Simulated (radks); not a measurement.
K2+, 17 electrons, occupied as [Ne] 3s2 3p5. Calculated with a radial shooting solver on a logarithmic mesh with Libxc functionals: Dirac Kohn-Sham, PBEsol, spin-unpolarised, spherical densities, finite nucleus; open shells fill j = l - 1/2 first; Fermi nuclear charge, rms radius 3.4349 fm. Some entries of the table are withheld. Estimate them.

orbital  occ.  eigenvalue (eV)  <r^2> (bohr^2)  <1/r> (bohr^-1)
1s1/2       2        -3540.593             (1)            18.70
2s1/2       2        -376.0546             (2)            3.804
2p1/2       2        -305.0945          0.1510            3.726
2p3/2       4        -302.2035          0.1530            3.691
3s1/2       2         -56.1776           1.755            1.130
3p1/2       2         -39.3305           2.135              (3)
3p3/2       3         -39.0318           2.157              (4)
3d3/2       0         -15.3305           4.267           0.7010
3d5/2       0         -15.3133           4.277           0.7001
4s1/2       0              (5)           12.82           0.3943

Answer. 
(1) 1s1/2 <r^2> (bohr^2): 0.008853
(2) 2s1/2 <r^2> (bohr^2): 0.1783
(3) 3p1/2 <1/r> (bohr^-1): 1.011
(4) 3p3/2 <1/r> (bohr^-1): 1.004
(5) 4s1/2 eigenvalue (eV): -13.7198
